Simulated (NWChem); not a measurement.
System: C6H7, doublet; SMILES [CH]1C=CC=CC1

```xyz
13

C      0.0000    -1.2505     0.6260
C      0.0000    -1.2240    -0.7407
C      0.0000     0.0000    -1.4559
C      0.0000     1.2240    -0.7407
C      0.0000     1.2505     0.6260
C      0.0000     0.0000     1.4438
H      0.0000    -2.2080     1.1549
H      0.0000    -2.1663    -1.2960
H      0.0000     0.0000    -2.5474
H      0.0000     2.1663    -1.2960
H      0.0000     2.2080     1.1549
H      0.8684     0.0000     2.1392
H     -0.8684     0.0000     2.1392
```
Atoms are numbered in this order, from 1.

All runs: NWChem. Spin-unrestricted. Spin-contaminated determinants: UHF/STO-3G (<S²> = 1.42), UHF/def2-SVP (<S²> = 1.19), UHF/def2-SVPD (<S²> = 1.18), UHF/def2-TZVP (<S²> = 1.18). In the optimisation the excess spin sits in a" (Cs, its own frame). All runs use the structure optimised with PBE0/def2-SVP, spin-unrestricted. No frequency run checked for a minimum. No stability test was run on the SCF state. Total energies compare along this basis series because the functional is fixed.

```csv
level,basis functions,energy (Ha),highest occupied level (eV),"lowest empty minus highest occupied level, either spin (eV)",dipole (D),relative time
UHF/STO-3G,37,-228.4669,-6.97,14.22,0.22,1
UHF/def2-SVP,119,-231.0834,-7.99,11.04,0.34,5
UHF/def2-SVPD,176,-231.0891,-7.99,10.76,0.38,9
UHF/def2-TZVP,228,-231.3301,-7.93,10.75,0.36,30
```

The last column is a rough cost ratio, cheapest run = 1.
